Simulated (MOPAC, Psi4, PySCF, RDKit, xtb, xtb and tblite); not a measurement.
Two geometries of SMILES B/C=[CH]\[GeH3] (C2H7BGe), relaxed at GFN2-xTB with one dihedral held; other torsions can differ between them too.

Structure A

```
11

B     -1.7215    -0.5729     0.4224
C     -1.1076     0.7728    -0.0061
C      0.1892     0.9474    -0.3005
Ge     1.5961    -0.4051    -0.2680
H     -1.0299    -1.5155     0.5026
H     -2.8622    -0.6558     0.6657
H     -1.7478     1.6498    -0.0804
H      0.5333     1.9371    -0.5937
H      2.8739     0.2556    -0.6849
H      1.3436    -1.5308    -1.2154
H      1.8133    -0.9838     1.0911
```

Structure B

```
11

B      1.4522    -0.7168     0.2166
C      1.1570     0.7897     0.0645
C      0.5679     1.6184     0.9252
Ge    -0.0973     1.0988     2.6705
H      0.6132    -1.5111     0.0362
H      2.5478    -1.0661     0.4319
H      1.5221     1.2128    -0.8733
H      0.4553     2.6683     0.6700
H     -1.5146     1.5421     2.8672
H     -0.0357    -0.3824     2.8593
H      0.6921     1.7293     3.7768
```

**Question.** Which is lower in energy at the level Psi4 1.11 with DF-MP2 (frozen core)/cc-pVTZ // GFN2-xTB, and by how much?

**Answer.** A is lower, by 20.16 kJ/mol (dihedral H5–B1–C2–C3: 0° in A, 80° in B).

E(B) − E(A) in kJ/mol at the other levels, on the same two geometries: GFN2-xTB (xtb and tblite) 4.89; PBE/def2-TZVP // GFN2-xTB (Psi4) 17.21; PBE-D3(BJ)/def2-TZVP // GFN2-xTB (Psi4) 17.48; M06-2X/def2-TZVP // GFN2-xTB (Psi4) 17.13; HF/cc-pVTZ // GFN2-xTB (Psi4) 17.91; UFF // GFN2-xTB (RDKit) 42.88; AM1, restricted, heats of formation // GFN2-xTB (MOPAC) -1.56; PM7, restricted, heats of formation // GFN2-xTB (MOPAC) -9.28; GFN1-xTB // GFN2-xTB (xtb) 12.18; restricted B3LYP/6-31G*, spherical d // GFN2-xTB (PySCF) 20.47; restricted Hartree-Fock/STO-3G // GFN2-xTB (PySCF) 21.84; restricted Hartree-Fock/3-21G // GFN2-xTB (PySCF) 20.19.
